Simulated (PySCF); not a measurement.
Isomers of C7H4FNO, one conformer each; single-point electronic energies without zero-point terms and without any empirical dispersion term.

Computed with PySCF at wB97X-D/pcSseg-2, non-relativistic, each on one gas-phase PBE0-D3(BJ)/def2-TZVP geometry that isn't relaxed in the solvent. The solvent is an IEF-PCM continuum (Bondi radii, 1.10 Å for H, scaled by 1.2). The model holds no explicit solvent molecules, cavitation or dispersion.

```tsv
isomer	relative energy, gas (kcal/mol)	dipole (D)
`O=C=Nc1ccc(F)cc1`	0.0	1.00
`c1(N=C=O)ccccc1F`	0.5	3.22
```

Problem. How do the relative energies look in chloroform (ε = 4.711)?

Solution. 
```
            isomer  relative energy, solvent (kcal/mol)  E(solvent) − E(gas) (kcal/mol)  dipole in solvent (D)
`O=C=Nc1ccc(F)cc1`                                  0.0                            -3.2                   1.14
`c1(N=C=O)ccccc1F`                                  0.9                            -2.7                   3.90
```

The order is unchanged. Conformers: `[O:1]=[C:2]=[N:3][c:4]1[cH:5][cH:6][c:7]([F:8])[cH:9][cH:10]1` with C2–N3–C4–C5 179°; `[O:1]=[C:2]=[N:3][c:4]1[cH:5][cH:6][cH:7][cH:8][c:9]1[F:10]` with C2–N3–C4–C5 180°. `O=C=Nc1ccc(F)cc1` gains most from the continuum, while `c1(N=C=O)ccccc1F` has the largest gas-phase dipole. The gains span 0.5 kcal/mol, the gas-phase energies 0.5 kcal/mol.
